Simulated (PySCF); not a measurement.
Finite-field polarisability of Bi (bismuth, neutral)

[Xe] 4f14 5d10 6s2 6p3, high-spin 4S determinant. Computed with PySCF 2.14 in aug-cc-pVTZ-PP with ECP60MDF, with a scalar-relativistic core potential. Frozen: 5s2 5p6 5d10. Energy changes in a uniform field (μhartree):

```json
{"axis": "x", "F (au)": "0.002", "HF": "-100.285", "MP2": "-100.943", "CCSD": "-101.282", "CCSD(T)": "-101.487"}
{"axis": "x", "F (au)": "0.004", "HF": "-401.483", "MP2": "-404.111", "CCSD": "-405.472", "CCSD(T)": "-406.292"}
```

Derive α along x at CCSD(T) from the two fields.

With ΔE = −αF²/2 − γF⁴/24, α = −(16 ΔE(F) − ΔE(2F))/(6F²) = 50.73 bohr³.

And the mean polarisability at each level?

HF 50.13, MP2 50.46, CCSD 50.63, CCSD(T) 50.73 bohr³. Reference: 48 ± 4 bohr³ (recommended; Schwerdtfeger and Nagle, table of static dipole polarizabilities (2023 update)).

Spin-orbit coupling is strong in this species (close to jj coupling), so the high-spin LS determinant is a model state, not a physical level.
